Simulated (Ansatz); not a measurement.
```yaml
crystal:
  periodic: [false, false, false]
  atoms:
    - {symbol: C, position_ang: [-1.462032, -0.315082, -0.130353]}
    - {symbol: C, position_ang: [-0.193108, -0.595223, 0.670555]}
    - {symbol: Si, position_ang: [1.348053, 0.138237, -0.088584]}
    - {symbol: O, position_ang: [1.257971, 1.782743, -0.229554]}
    - {symbol: H, position_ang: [-1.384698, -0.701280, -1.150781]}
    - {symbol: H, position_ang: [-1.659094, 0.758335, -0.198744]}
    - {symbol: H, position_ang: [-2.341424, -0.775269, 0.326842]}
    - {symbol: H, position_ang: [-0.292139, -0.210908, 1.691680]}
    - {symbol: H, position_ang: [-0.031104, -1.675825, 0.767170]}
    - {symbol: H, position_ang: [1.555764, -0.473528, -1.435514]}
    - {symbol: H, position_ang: [2.530594, -0.124909, 0.769110]}
    - {symbol: H, position_ang: [0.748118, 2.137609, -0.957929]}
basis:
  gaussian: {orbitals: "6-31G*"}
hamiltonian: {xc: {name: B3LYP5}, pseudopotentials: {relativity: scalar}}
```

```sh
$ ansatz run in.yaml --threads 4 --pin off --events-out ev --progress --plain --max-ram 10444MiB
```

It prints (some lines left out):

```
Functional definition: B3LYP5
833 factors; integrals over basis functions are off by at most 1.2e-3 eV
mean field evaluation 1: about -12133.8586 eV, gradient 6.7e1 eV
mean field evaluation 2: about -12124.3334 eV, gradient 9.5e1 eV
mean field evaluation 4: about -12142.7144 eV, gradient 4.2e0 eV
mean field evaluation 8: about -12142.9764 eV, gradient 1.9e-1 eV
mean field evaluation 16: about -12142.9765 eV, gradient 1.3e-5 eV
mean field -12142.97653005 eV, -446.2461566741 hartree, gradient 1.3e-5 eV, S^2 0.000000; 0 other end points of the search recorded, 0 dependent functions left out
reference -12142.97674950 eV, -446.2461647389 hartree; 21, 21 occupied and 59, 59 virtual orbitals, 833 factors
Total energy: -12142.97674950 eV, -446.2461647389 hartree
Relativity: scalar
```

Hardware: 4 threads of an INTEL XEON PLATINUM 8581C on a shared host. Wall time 0.45 s, peak host memory 0.46 GiB.
